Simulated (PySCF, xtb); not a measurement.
BeClI, SMILES [Cl][Be][I].

Harmonic wavenumbers (cm⁻¹) from GFN2-xTB in xtb at its own minimum, in rising order: 186, 186, 294, 1028.

Question: What does PySCF with B3LYP-D3(BJ)/def2-TZVP give at its own minimum? (Estimate from the structure and the level; the computed values follow.)

Answer: 207, 207, 271, 1016. Paired by order, the mean absolute difference is 19 cm⁻¹ and the zero-point energies are 2.4 and 2.4 kcal/mol.
